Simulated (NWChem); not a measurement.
System: NH₃Se₂; SMILES N[Se][SeH]

The following NWChem deck was run.

```
start job
memory heap 200 mb stack 900 mb global 1100 mb
geometry units angstroms noautoz
  Se    -0.394839    -0.941429     0.014451
  N      1.234878    -1.799983     0.015758
  H      1.793762    -1.593621     0.852680
  H      1.788124    -1.608743    -0.828357
  Se    -0.010602     1.409954     0.042453
  H      0.065880     1.600043    -1.435558
end
basis spherical
  * library def2-tzvp
end
dft
  xc b3lyp
  iterations 150
  mulliken
end
task dft energy
```

Parts of the log:

```
             Northwest Computational Chemistry Package (NWChem) 7.3.0
             --------------------------------------------------------

 C1  symmetry detected

                             Geometry "geometry" -> ""
                             -------------------------

 Output coordinates in angstroms (scale by  1.889725989 to convert to a.u.)

  No.       Tag          Charge          X              Y              Z
 ---- ---------------- ---------- -------------- -------------- --------------
    1 Se                  34.0000    -0.40758675    -0.95051167     0.00848482
    2 N                    7.0000     1.19262916    -1.86285946     0.01345973
    3 H                    1.0000     1.75740573    -1.67303693     0.85034076
    4 H                    1.0000     1.75261366    -1.69235932    -0.83065583
    5 Se                  34.0000     0.05473061     1.38683541     0.03074407
    6 H                    1.0000     0.13868517     1.57040553    -1.44768533

 Effective nuclear repulsion energy (a.u.)     413.3272007676

                                 NWChem DFT Module
                                 -----------------

 Summary of "ao basis" -> "ao basis" (spherical)
 ------------------------------------------------------------------------------
       Tag                 Description            Shells   Functions and Types
 ---------------- ------------------------------  ------  ---------------------
 Se                        def2-tzvp                16       48   6s5p4d1f
 N                         def2-tzvp                11       31   5s3p2d1f
 H                         def2-tzvp                 4        6   3s1p

            General Information
            -------------------
          SCF calculation type: DFT
          Wavefunction type:  closed shell.
          No. of atoms     :     6
          No. of electrons :    78
           Alpha electrons :    39
            Beta electrons :    39
          Charge           :     0
          Spin multiplicity:     1
          Use of symmetry is: off; symmetry adaption is: off
          Maximum number of iterations: 150
          AO basis - number of functions:   145
                     number of shells:    55
          Convergence on energy requested:  1.00D-06
          Convergence on density requested:  1.00D-05
          Convergence on gradient requested:  5.00D-04

              XC Information
              --------------
                         B3LYP Method XC Potential
                     Hartree-Fock (Exact) Exchange  0.200
                        Slater Exchange Functional  0.800 local
                    Becke 1988 Exchange Functional  0.720 non-local
              Lee-Yang-Parr Correlation Functional  0.810
                  VWN I RPA Correlation Functional  0.190 local

             Grid Information
             ----------------
          Grid used for XC integration:  medium
          Radial quadrature: Mura-Knowles
          Angular quadrature: Lebedev.
          Tag              B.-S. Rad. Rad. Pts. Rad. Cut. Ang. Pts.
          ---              ---------- --------- --------- ---------
          Se                  1.15      112          11.0       590
          N                   0.65       49          11.0       434
          H                   0.35       45          11.0       434
          Grid pruning is: on
          Number of quadrature shells:   408
          Spatial weights used:  Erf1

      Superposition of Atomic Density Guess
      -------------------------------------

 Sum of atomic energies:       -4855.42403255

      Non-variational initial energy
      ------------------------------

 Total energy =   -4856.166851
 1-e energy   =   -7587.268852
 2-e energy   =    2317.774800
 HOMO         =      -0.250191
 LUMO         =      -0.031607

     ---------------------------------------------
      Total Density - Mulliken Population Analysis
     ---------------------------------------------

    Atom       Charge   Shell Charges
 -----------   ------   -------------------------------------------------------
    1 Se  34    33.84   2.00  2.00  1.17  0.78  0.99  0.94  6.00  5.93  0.88  2.06  0.97  8.96  1.04  0.03  0.08  0.02
    2 N    7     7.72   0.82  1.16  0.57  0.84  0.17  1.50  1.82  0.81  0.00  0.03  0.00
    3 H    1     0.69   0.22  0.35  0.09  0.03
    4 H    1     0.69   0.22  0.35  0.09  0.03
    5 Se  34    34.27   2.00  2.00  1.16  0.78  0.99  0.93  6.00  5.93  0.94  2.30  1.15  8.96  1.04  0.01  0.06  0.01
    6 H    1     0.80   0.19  0.43  0.16  0.02

   convergence    iter        energy       DeltaE   RMS-Dens  Diis-err
 ---------------- ----- ----------------- --------- --------- ---------
 d= 0,ls=0.0,diis     1  -4859.7179441248 -5.27D+03  4.37D-03  1.02D+00
 d= 0,ls=0.0,diis     2  -4859.7481613924 -3.02D-02  2.84D-03  1.67D-01
 d= 0,ls=0.0,diis     3  -4859.7515935627 -3.43D-03  1.43D-03  1.33D-01
 d= 0,ls=0.0,diis     4  -4859.7658909348 -1.43D-02  4.12D-04  1.35D-02
 d= 0,ls=0.0,diis     5  -4859.7672120876 -1.32D-03  1.13D-04  4.74D-04
  Resetting Diis
 d= 0,ls=0.0,diis     6  -4859.7672688945 -5.68D-05  3.86D-05  4.37D-05
 d= 0,ls=0.0,diis     7  -4859.7672743909 -5.50D-06  1.82D-05  2.65D-06
 d= 0,ls=0.0,diis     8  -4859.7672740189  3.72D-07  1.18D-05  5.56D-06
 d= 0,ls=0.0,diis     9  -4859.7672747235 -7.05D-07  1.61D-06  1.14D-07

         Total DFT energy =    -4859.767274723506
      One electron energy =    -7587.902883835052
           Coulomb energy =     2497.199704301681
    Exchange-Corr. energy =     -182.391295957776
 Nuclear repulsion energy =      413.327200767642

 Numeric. integr. density =       77.999997795147

                       DFT Final Molecular Orbital Analysis
                       ------------------------------------

 Vector   37  Occ=2.000000D+00  E=-2.831156D-01
              MO Center=  5.1D-01, -6.8D-01,  3.3D-02, r^2= 4.2D+00
   Bfn.  Coefficient  Atom+Function         Bfn.  Coefficient  Atom+Function
  ----- ------------  ---------------      ----- ------------  ---------------
    55      0.271827  2 N  py               108      0.268425  5 Se py
    61      0.247667  2 N  py                58      0.227661  2 N  py
   102     -0.177598  5 Se py                 5      0.158826  1 Se s
   105      0.159072  5 Se py                52     -0.156505  2 N  s
    17     -0.151729  1 Se py               111      0.149109  5 Se py

 Vector   38  Occ=2.000000D+00  E=-2.526453D-01
              MO Center=  1.4D-01,  9.3D-01,  6.0D-03, r^2= 3.1D+00
   Bfn.  Coefficient  Atom+Function         Bfn.  Coefficient  Atom+Function
  ----- ------------  ---------------      ----- ------------  ---------------
   107      0.448170  5 Se px               110      0.331233  5 Se px
   101     -0.300657  5 Se px               104      0.273701  5 Se px
    55     -0.155839  2 N  py                58     -0.136392  2 N  py
    61     -0.126800  2 N  py               108     -0.117341  5 Se py
   111     -0.093417  5 Se py                98      0.091508  5 Se px

 Vector   39  Occ=2.000000D+00  E=-2.453231D-01
              MO Center= -2.8D-01, -7.3D-01, -3.5D-02, r^2= 2.6D+00
   Bfn.  Coefficient  Atom+Function         Bfn.  Coefficient  Atom+Function
  ----- ------------  ---------------      ----- ------------  ---------------
    18      0.481100  1 Se pz                21      0.361359  1 Se pz
    12     -0.322240  1 Se pz                15      0.297852  1 Se pz
    97     -0.108031  5 Se s                141      0.102262  6 H  s
     9      0.097954  1 Se pz                82     -0.076212  3 H  s
   107     -0.076562  5 Se px               142      0.074724  6 H  s

 Vector   40  Occ=0.000000D+00  E=-6.262708D-02
              MO Center= -9.8D-02,  1.7D-01, -6.7D-03, r^2= 4.7D+00
   Bfn.  Coefficient  Atom+Function         Bfn.  Coefficient  Atom+Function
  ----- ------------  ---------------      ----- ------------  ---------------
   111      0.566341  5 Se py                20      0.465305  1 Se py
     6      0.452764  1 Se s                 17      0.344528  1 Se py
    97     -0.331972  5 Se s                108      0.306279  5 Se py
    19      0.253383  1 Se px                11     -0.222582  1 Se py
    14      0.217285  1 Se py               102     -0.214874  5 Se py

 Vector   41  Occ=0.000000D+00  E=-2.156758D-02
              MO Center=  4.5D-01, -9.9D-01, -3.0D-02, r^2= 5.0D+00
   Bfn.  Coefficient  Atom+Function         Bfn.  Coefficient  Atom+Function
  ----- ------------  ---------------      ----- ------------  ---------------
    53      1.291560  2 N  s                 88     -0.564785  4 H  s
    82     -0.560033  3 H  s                 19     -0.537468  1 Se px
    20      0.433722  1 Se py                 6     -0.352711  1 Se s
   142     -0.335706  6 H  s                 16     -0.318514  1 Se px
    61      0.259711  2 N  py               112     -0.221289  5 Se pz

 Vector   42  Occ=0.000000D+00  E=-3.078153D-03
              MO Center=  1.9D-02,  1.2D+00, -5.2D-01, r^2= 4.5D+00
   Bfn.  Coefficient  Atom+Function         Bfn.  Coefficient  Atom+Function
  ----- ------------  ---------------      ----- ------------  ---------------
   142      1.320741  6 H  s                112      0.857752  5 Se pz
    97     -0.774111  5 Se s                  6     -0.307098  1 Se s
   109      0.281546  5 Se pz                19     -0.263770  1 Se px
    60     -0.220399  2 N  px               141      0.191773  6 H  s
    20      0.183671  1 Se py                53      0.181467  2 N  s

     ---------------------------------------------
      Total Density - Mulliken Population Analysis
     ---------------------------------------------

[...]
```

Level: B3LYP/def2-TZVP. The geometry was optimised at PBE-D3(BJ)/def2-SVP.
